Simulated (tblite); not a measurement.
Compound: C7H4NO (charge -1).
SMILES: `C#Cc1ccncc1[O-]`

All values are computed: GFN2-xTB (tblite) harmonic vibrations without scaling, gas phase. Against measured fundamentals such values can be off by several per cent, at times by over 20.

Harmonic wavenumbers (cm⁻¹): 97.9, 121.2, 196.3, 326.9, 355.6, 415.2, 419.0, 512.5, 522.1, 573.6, 599.5, 641.5, 702.2, 742.7, 783.8, 836.2, 870.3, 874.1, 1091.0, 1119.0, 1203.7, 1248.0, 1275.6, 1316.8, 1446.0, 1486.4, 1538.0, 1605.7, 2227.1, 2973.6, 2980.8, 2992.5, 3367.7.

A = 3143, B = 1529, C = 1029 MHz; mass 118.029 u (most abundant isotopes); point group Cs, symmetry number 1.

Question: What is the zero-point energy?

Answer: Half the sum of the wavenumbers: 18731 cm⁻¹ = 224.07 kJ/mol.

Question: What is S at 350 K and 1 bar for an ideal gas of classical rigid rotors and harmonic oscillators?

Answer: Translation 171.69, rotation 121.52, vibration 88.10: S = 381.3 J/(mol K).

Question: And Cp and H(350 K) − H(0)?

Answer: Cp = 144.77 J/(mol K), of which vibrations give 111.51 (their classical limit is 33 R = 274.4); H(350 K) − H(0) = 29.68 kJ/mol without the zero-point energy, 18.04 from vibrations.

Question: How do the functions run with temperature in this model?

Answer: 
```json
{"T (K)": "100", "S (J/(mol K))": "265.5", "Cp (J/(mol K))": "56.7", "H − H(0) (kJ/mol)": "4.26", "G − H(0) (kJ/mol)": "-22.29", "ln q(vib)": "0.56"}
{"T (K)": "200", "S (J/(mol K))": "315.6", "Cp (J/(mol K))": "93.0", "H − H(0) (kJ/mol)": "11.69", "G − H(0) (kJ/mol)": "-51.42", "ln q(vib)": "1.90"}
{"T (K)": "300", "S (J/(mol K))": "360.2", "Cp (J/(mol K))": "128.9", "H − H(0) (kJ/mol)": "22.83", "G − H(0) (kJ/mol)": "-85.24", "ln q(vib)": "3.53"}
{"T (K)": "500", "S (J/(mol K))": "439.8", "Cp (J/(mol K))": "183.1", "H − H(0) (kJ/mol)": "54.43", "G − H(0) (kJ/mol)": "-165.45", "ln q(vib)": "7.11"}
{"T (K)": "800", "S (J/(mol K))": "537.0", "Cp (J/(mol K))": "229.4", "H − H(0) (kJ/mol)": "117.06", "G − H(0) (kJ/mol)": "-312.57", "ln q(vib)": "12.42"}
{"T (K)": "1000", "S (J/(mol K))": "590.3", "Cp (J/(mol K))": "248.0", "H − H(0) (kJ/mol)": "164.91", "G − H(0) (kJ/mol)": "-425.43", "ln q(vib)": "15.70"}
```

q(vib) and H(0) count from the zero-point level.

Question: Which modes carry the vibrational entropy at 350 K?

Answer: 97.9 cm⁻¹: 15.94; 121.2 cm⁻¹: 14.19; 196.3 cm⁻¹: 10.32; 326.9 cm⁻¹: 6.46; 355.6 cm⁻¹: 5.86; 415.2 cm⁻¹: 4.81 J/(mol K); the other 27 give 30.52 together.

Question: What must be added to the electronic energy to get the Gibbs energy at 350 K and 1 bar?

Answer: ZPE + [H(350 K) − H(0)] − T·S = 224.07 + 29.68 − 133.46 = 120.29 kJ/mol.

Hindered rotation and anharmonicity are outside this model.
